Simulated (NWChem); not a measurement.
Molecule: SiH4S; SMILES [SiH3]S

```xyz
6

Si     0.0156     1.0289     0.0000
S      0.0594    -1.1076     0.0000
H     -0.6627     1.5613     1.2089
H      1.4398     1.4400    -0.0035
H     -0.6687     1.5607    -1.2058
H     -1.2773    -1.2448     0.0001
```
Atoms are numbered in this order, from 1.

Results from NWChem. Pople sets run with spherical d functions. Coordinates come from a PBE0-D3(BJ)/def2-TZVP optimisation. Ions are spin-unrestricted doublets at the neutral geometry; other ion states weren't tried. Functional: LC-ωPBE (HJS hole) with 6-31G*; the question gives the range parameter ω in 1/bohr.

Q: Estimate the computed values for range parameter (1/bohr) 0.20. Quantities: vertical ionisation energy, ΔSCF (eV); −ε(HOMO) (eV).

A: 
```json
{
 "vertical ionisation energy, ΔSCF (eV)": "9.84",
 "−ε(HOMO) (eV)": "8.80"
}
```
